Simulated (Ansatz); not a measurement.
A nudged elastic band was laid between two geometries of BClFH + H3P (8 atoms, charge 0, multiplicity 1).

Computed with Ansatz, RHF/def2-mTZVP.

```yaml
movable_images: 2
climbing_image: no
spring: 5.0 eV/Å²
optimiser: quadratic models (default)
start_path: through a guess of the saddle point
force_threshold: 0.05 eV/Å
iteration_limit: 60
end_points: relaxed
```

Image 0:

```xyz
8
Properties=species:S:1:pos:R:3
B 0.032 0.943 -0.320
H 0.108 1.295 0.797
F 1.086 0.552 -0.967
Cl -1.523 0.938 -1.147
P -0.168 -3.554 1.347
H -0.713 -3.145 0.117
H 1.102 -2.990 1.126
H -0.672 -2.467 2.085
```

Image 3:

```xyz
8
Properties=species:S:1:pos:R:3
B -0.045 -0.866 -0.628
H -0.136 1.097 3.000
F 0.985 -0.094 -0.435
Cl -1.389 -0.203 -1.570
P -0.143 -2.601 0.212
H -0.716 -3.310 -0.853
H 1.191 -2.989 0.005
H -0.494 0.538 3.307
```

Problem. What changes between the two ends?

Solution. Bonds broken: B1–H2, P5–H8. Bonds formed: B1–P5, H2–H8. BClFH + H3P becomes BClFH2P + H2.

Problem. Give the energies along the band, and the barrier.

Solution. The forces met the threshold. The highest image is number 2 of 0 to 3, 14.5 kcal/mol above the first end and 4.7 kcal/mol above the last; the last end lies 9.9 kcal/mol above the first. No image climbed, so the highest image needn't sit at the top of the path. A band with more images between the same ends climbed to 2.99 eV, so this one has probably stepped over the top. So few images can step over the top or miss a turn of the path. The orbitals stay closed-shell, which can raise the energy where a bond breaks towards radicals; this wasn't checked here.

```tsv
image	path coordinate (Å)	energy (kcal/mol)	B1–H2 (Å)	P5–H8 (Å)	B1–P5 (Å)
0	0.00	0.0	1.17	1.41	4.80
1	2.16	5.3	1.19	1.42	3.30
2	4.32	14.5	2.56	2.76	1.94
3	6.48	9.9	4.13	4.42	1.93
```

Problem. What is the geometry of the highest image?

Solution. 
```xyz
8
Properties=species:S:1:pos:R:3
B -0.084 -0.666 -0.298
H -0.180 0.534 1.956
F 1.066 -0.063 -0.384
Cl -1.497 0.200 -0.925
P -0.279 -2.401 0.556
H -0.652 -3.111 -0.595
H 1.081 -2.755 0.563
H -0.202 -0.165 2.165
```

Time of the run: 70 s on 2 threads of Arm Neoverse N1, on a shared host, peak memory 0.17 GiB.
